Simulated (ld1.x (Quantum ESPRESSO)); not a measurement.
## Reading a pseudo-wave (Tc (Z = 43))

Columns: radius, all-electron u(r) and pseudo u(r) of the 5s shell (level -5.27 eV) of technetium in the configuration [Kr] 4d5 5s2 5p0; LDA (PZ), scalar-relativistic, TM scheme, ld1.x (Quantum ESPRESSO) 7.5.

```json
{"r (bohr)": "0.145", "all-electron": "-0.0650", "pseudo": "0.0143"}
{"r (bohr)": "0.290", "all-electron": "0.1795", "pseudo": "0.0295"}
{"r (bohr)": "0.435", "all-electron": "0.0707", "pseudo": "0.0462"}
{"r (bohr)": "0.580", "all-electron": "-0.1400", "pseudo": "0.0654"}
{"r (bohr)": "0.725", "all-electron": "-0.2684", "pseudo": "0.0881"}
{"r (bohr)": "0.870", "all-electron": "-0.2846", "pseudo": "0.1153"}
{"r (bohr)": "1.015", "all-electron": "-0.2175", "pseudo": "0.1479"}
{"r (bohr)": "1.160", "all-electron": "-0.1045", "pseudo": "0.1868"}
{"r (bohr)": "1.305", "all-electron": "0.0250", "pseudo": "0.2324"}
{"r (bohr)": "1.450", "all-electron": "0.1524", "pseudo": "0.2842"}
{"r (bohr)": "1.595", "all-electron": "0.2675", "pseudo": "0.3407"}
{"r (bohr)": "1.740", "all-electron": "0.3658", "pseudo": "0.3995"}
{"r (bohr)": "1.885", "all-electron": "0.4458", "pseudo": "0.4570"}
{"r (bohr)": "2.030", "all-electron": "0.5082", "pseudo": "0.5093"}
{"r (bohr)": "2.175", "all-electron": "0.5548", "pseudo": "0.5529"}
{"r (bohr)": "2.320", "all-electron": "0.5871", "pseudo": "0.5856"}
{"r (bohr)": "2.465", "all-electron": "0.6075", "pseudo": "0.6069"}
{"r (bohr)": "2.610", "all-electron": "0.6177", "pseudo": "0.6176"}
{"r (bohr)": "2.755", "all-electron": "0.6195", "pseudo": "0.6195"}
{"r (bohr)": "2.900", "all-electron": "0.6145", "pseudo": "0.6145"}
{"r (bohr)": "3.045", "all-electron": "0.6040", "pseudo": "0.6040"}
{"r (bohr)": "3.190", "all-electron": "0.5892", "pseudo": "0.5892"}
{"r (bohr)": "3.335", "all-electron": "0.5711", "pseudo": "0.5711"}
{"r (bohr)": "3.480", "all-electron": "0.5505", "pseudo": "0.5505"}
{"r (bohr)": "3.625", "all-electron": "0.5281", "pseudo": "0.5281"}
{"r (bohr)": "3.770", "all-electron": "0.5045", "pseudo": "0.5045"}
```

How many radial nodes do the two functions have?

The all-electron 5s function has n − l − 1 = 4 (the table is too coarse to show those close to the nucleus); the pseudo-wave has 0, since the states of the same l below it are removed with the core.

At about which radius was the pseudo-wave matched?

2.90 bohr. The columns agree to 0.0005 from 2.61 bohr on; several derivatives are matched, so the curves merge somewhat inside the radius.

Is the pseudo-wave norm-conserving?

Yes: the TM scheme keeps the norm inside the radius equal to the all-electron one, which fixes the energy derivative of the logarithmic derivative at the level.
